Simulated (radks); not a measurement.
Initial-state core-level shifts of the neodymium ion Nd3+ when its valence configuration changes from [Xe] 4f3. Calculated with a radial shooting solver on a logarithmic mesh with Libxc functionals: Dirac Kohn-Sham, PBE, spin-unpolarised, spherical densities, point nucleus; open shells fill j = l - 1/2 first. Shifts are changes of the shell-averaged eigenvalues in eV (positive: less bound).

| valence | 1s | 2s | 4d | 5s |
|---|---|---|---|---|
| 4f2 6s1 | -10.921 | -11.826 | -11.329 | -6.664 |
| 4f2 6p1 | -11.787 | -12.700 | -12.201 | -7.497 |
| 4f2 5d1 | -7.680 | -8.421 | -8.089 | -3.746 |
| 4f1 5d1 6s1 | -19.583 | -21.372 | -20.219 | -10.540 |
| 4f2.5 6s0.5 | -5.282 | -5.712 | -5.510 | -3.290 |
| 4f2.5 6p0.5 | -5.720 | -6.153 | -5.951 | -3.714 |
| 4f1 6s2 | -23.129 | -25.113 | -23.719 | -13.572 |
| 5d1 6s1 6p1 | -33.422 | -36.428 | -34.022 | -18.294 |
